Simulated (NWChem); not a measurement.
Species: SiHOCl₃; SMILES [Si](Cl)(Cl)(Cl)O

```xyz
6

O     -1.8997     0.1372     0.0000
Si    -0.2694     0.0199     0.0000
Cl     0.4030    -0.9796     1.6522
Cl     0.4517     1.9180     0.0000
Cl     0.4030    -0.9796    -1.6522
H     -2.4137    -0.6771     0.0000
```
Atoms are numbered in this order, from 1.

All runs: NWChem. Medium grid unless said otherwise, to which SCAN and Minnesota functionals are sensitive. All runs use the structure optimised with PBE0/def2-SVP. Hybrids' shares of exact exchange are those that their runs print; pure functionals count as 0. The functionals differ in more than this share.

| row | share of exact exchange | highest occupied level (eV) |
|---|---|---|
| PBE/def2-SVP | 0.00 | -7.66 |
| M06-L/def2-SVP | 0.00 | -8.20 |
| B3LYP/def2-SVP | 0.20 | -8.79 |
| M06/def2-SVP | 0.27 | -9.07 |
| BHandHLYP/def2-SVP | 0.50 | withheld |

Question: Fit a straight line of the last column on the one before it, predict the withheld value, and compare with the run.

Answer: 
1. Means of the 4 shown rows: x = 0.118, y = -8.430. Slope Σ(x − x̄)(y − ȳ)/Σ(x − x̄)² = -0.2448/0.05768 = -4.244; intercept -7.931.
2. The shown rows scatter about the line by 0.191 (root mean square); the largest residual is +0.27, at PBE/def2-SVP.
3. At x = 0.50 (BHandHLYP/def2-SVP; beyond the shown range) the line gives -10.05.
4. The run gives -10.44, -0.39 from the line, 2.0 times the scatter.
